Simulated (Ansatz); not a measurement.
CH5IOSi (`C[SiH](O)I`). Total charge 0; spin multiplicity 1. Correlated methods include outer-core shells of I, which these sets cover unevenly. I: def2 effective core potential.

```xyz
9

C     0.9607    0.7249    0.1639
Si   -0.7101   -0.0602   -0.0110
O    -0.8300   -1.5105    0.7410
I    -1.1628   -0.3348   -2.4132
H     0.9703    1.7065   -0.3151
H     1.2017    0.8499    1.2233
H     1.7358    0.1121   -0.3013
H    -1.7904    0.7738    0.5554
H    -0.3751   -2.2616    0.3570
```

Q: Give the diagnostics of a CCSD(T)/def2-TZVPP run (frozen core, the Gaussian-basis code of Ansatz). (Best estimate.)

A: The calculation gave: T1 = 0.0093, largest single amplitude 0.014, largest double 0.024, (T) share of the correlation energy 2.9 %, 9 CCSD cycles. The RHF solution is stable towards an unrestricted one. T1 lies under the customary mark of 0.02 for closed shells.
